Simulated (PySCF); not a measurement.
**Question.** Give a PBE0-D3(BJ)/def2-SVP geometry of `P[SiH2][GeH2][O]C`.

**Answer.** 
Z-matrix in Å and degrees, rows numbered from 1:
```
C 
O   1  1.3972
Ge  2  1.7897  1  119.27
Si  3  2.3933  2  110.29  1    65.51
P   4  2.2706  3  107.78  2  -173.44
H   1  1.1019  2  108.57  3   176.92
H   1  1.1082  2  112.77  3    57.85
H   1  1.1084  2  112.83  3   -64.10
H   3  1.5479  2  108.32  1   -55.99
H   3  1.5372  2  104.24  1  -173.63
H   4  1.4959  3  109.44  2   -57.14
H   4  1.4957  3  110.05  2    61.94
H   5  1.4291  4   94.47  3  -165.48
H   5  1.4298  4   93.60  3   -71.63
```

Ge3 (germanium bonded to O, Si and 2 H) is distorted tetrahedral (angles from 104.2° to 112.4°). Of the pairs four or more bonds apart, Si4···H8 is among the closest relative to their van der Waals radii: 3.43 Å, 104 % of the sum of Bondi's values. P5 (three-coordinate phosphorus) is pyramidal (angles 94.5°, 93.6° and 93.5°, sum 281.6°, 0.86 Å off the plane of its three neighbours). Si4 (SiH2 silicon) is distorted tetrahedral (angles from 107.2° to 113.8°).

Theory: PBE0-D3(BJ)/def2-SVP geometry optimisation, gas phase in PySCF 2.14.0.

Point group: C1 (no symmetry element, even within 0.4 Å). Not checked by PBE0-D3(BJ)/def2-SVP frequencies. One conformer, not necessarily the lowest (C1–O2–Ge3–Si4 66°, O2–Ge3–Si4–P5 -173°, Ge3–Si4–P5–H -165° and -72°).
